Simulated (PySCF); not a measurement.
Vertical excitations of a molecule C₆H₆O from TDA-PBE/def2-SVPD (PySCF 2.14.0), as energy in eV (oscillator strength): 3.03 (0.000), 4.08 (0.061), 4.37 (0.001), 5.48 (0.186), 6.09 (0.007), 6.11 (0.190), 6.24 (0.000), 6.30 (0.000), 6.44 (0.006), 6.53 (0.001). Lowest triplet (TDA): 2.51 eV. Coordinates come from a PBE-D3(BJ)/def2-SVP optimisation. Other conformers were not sampled.

Question: Pick the molecule that these values belong to.
A) C=C1CC(=C)C1=O
B) CC#CC1=COC1
C) CC#C[C@@H]1C=CO1
D) C=C1C=CCC1=O

Answer: D, C=C1C=CCC1=O
